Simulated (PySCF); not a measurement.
Electron correlation in Br⁺ (bromine, charge +1)

[Ar] 3d10 4s2 4p4, high-spin 3P determinant. Calculation: PySCF 2.14, in cc-pVTZ-PP with ECP10MDF (5s4p3d1f, 39 functions); a scalar-relativistic core potential. Frozen: 3s2 3p6 3d10; 6 electrons correlated.

MP2 pair energies summed by pair of shells (mhartree):

```tsv
pair	energy	share (%)
4s-4p	-48.46	46.4
4p-4p	-47.63	45.6
4s-4s	-8.36	8.0
```

Total MP2 correlation energy: -104.46 mhartree.

Same-spin part -23.66 and opposite-spin part -80.80 mhartree; SCS-MP2 scales them by 1/3 and 6/5 to -104.85 mhartree.

| level | correlation energy (mhartree) |
| --- | --- |
| CCSD | -123.72 |
| (T) | -3.22 |
| CCSD(T) | -126.94 |

Diagnostics: T1 = 0.0071, D1 = 0.0224, largest double amplitude 0.050.

Cost of the coupled-cluster step: 0.4 s of wall time on 1 thread of Neoverse-V1 (shared host), for 6 correlated electrons.
